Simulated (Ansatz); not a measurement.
`[GaH2][SiH2][SnH3]` + PH₃ → `P[SiH2][GaH2]` + `[SnH4]`  (cleavage of the Si–Sn bond)

Isolated molecules relaxed with PBE0-D4/def2-TZVP in Ansatz; ΔE leaves out vibrations. CCSD(T)/CBS is the MP2 limit (def2-TZVPP, def2-QZVPP) plus CCSD(T) − MP2 in def2-TZVPP, frozen cores. This one scheme is used for every species. DFT in def2-TZVPP. B3LYP here is the variant with VWN-RPA as its local correlation; programs differ in this. HSE06 is defined as in plane-wave codes. Elements past krypton have def2 core potentials. For Ga, Sn outer-core shells are correlated without core-valence functions, which leaves a few kJ/mol of doubt a bond. Scalar relativity is left out up to krypton. One conformer a species, not always the lowest.

(1) Is it downhill or uphill in electronic energy at CCSD(T)/CBS, and by how much? (Estimate.)

(2) What do these levels give: r2SCANh-D4, r2SCAN0-D4, HSE06-D4, ωB97X-V, B2PLYP, B3LYP, r2SCAN0, CAM-B3LYP, SCS-MP2/def2-TZVPP, CCSD(T)/def2-TZVPP, MP2/def2-QZVPP, CCSD/CBS(def2)? (Best estimate.)

Largest T1 diagnostic among the species: 0.014.

## Answers

(1) The calculation gave: Uphill: ΔE = +22.7 kJ/mol.

(2) Ansatz gave: r2SCANh-D4 17.2, r2SCAN0-D4 17.2, HSE06-D4 17.9, ωB97X-V 15.1, B2PLYP 18.8, B3LYP 19.0, r2SCAN0 17.1, CAM-B3LYP 16.2, SCS-MP2/def2-TZVPP 18.5, CCSD(T)/def2-TZVPP 18.8, MP2/def2-QZVPP 22.1, CCSD/CBS(def2) 22.8 kJ/mol.

In def2-TZVPP, CCSD(T) changes the Hartree–Fock value by +4.0 kJ/mol (the triples alone add −0.1 kJ/mol) and MP2 by +5.1 kJ/mol. Leaving LDA and LC-ωPBE aside and taking each functional with its dispersion term where it has one, the values, not all of them listed here, spread over 11.2 kJ/mol, from B97M-V to BHLYP-D4.
